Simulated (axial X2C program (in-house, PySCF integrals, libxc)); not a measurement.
## Spin–orbit effects down a group: molecules with C (ions), HF

All values come from calculations with an in-house all-electron X2C program for linear molecules (integrals from PySCF), spin-free (one-electron X2C) or two-component (2c: spin–orbit coupling with atomic mean-field Coulomb and Gaunt terms, which also bring small scalar terms), in Dyall basis sets with cores contracted in-house; open shells are unrestricted.

Basis sets: C dyall-v3z, H dyall-v3z, K dyall-cv3z, Li dyall-cv3z, Rb dyall-cv3z.

```tsv
molecule	spin-free state	Re (Å)	ωe (cm⁻¹)	De (eV)	2c state	Re 2c (Å)	ωe 2c (cm⁻¹)	De 2c (eV)
CH⁺	M_S = 0, Λ = 0	1.113	3060.8	3.07	Ω = 0	1.113	3060.6	3.07
LiC⁺	M_S = 1, Λ = 1	2.287	336.1	0.40	Ω = 2	2.287	336.1	0.40
KC⁺	M_S = 1, Λ = 1	3.270	115.7	0.07	Ω = 2	3.270	115.7	0.07
RbC⁺	M_S = 1, Λ = 1	3.491	93.6	0.04	Ω = 2	3.492	93.6	0.04
```

Fragments in 2c: C+ + H, C + Li+, K+ + C, Rb+ + C. Each entry is the lowest single determinant of a limited PBE0 search at one distance. De goes to single-determinant-based atoms at the same level (for ions the charge split of lowest energy) and is withheld (n/a) where an atom does not fit its ground term or J level. Main or longest-lived isotopes. One determinant is a doubtful description, or other states lie close, for LiC⁺, KC⁺, RbC⁺; these need not be ground states, and all values refer to the states named. Some open-shell Ω = 0 determinants are out of reach, so the Ω given for LiC⁺, KC⁺, RbC⁺ need not be the lowest component. With several unpaired electrons the Ω given is that of one determinant, not necessarily of the lowest component. Some light 2c atoms are not at their ground J level, so De misses part of their lowering (0.04 eV or less). Where the atoms have a lower orbital projection than the molecule, De at mean-field level may be about a tenth of an eV too small.
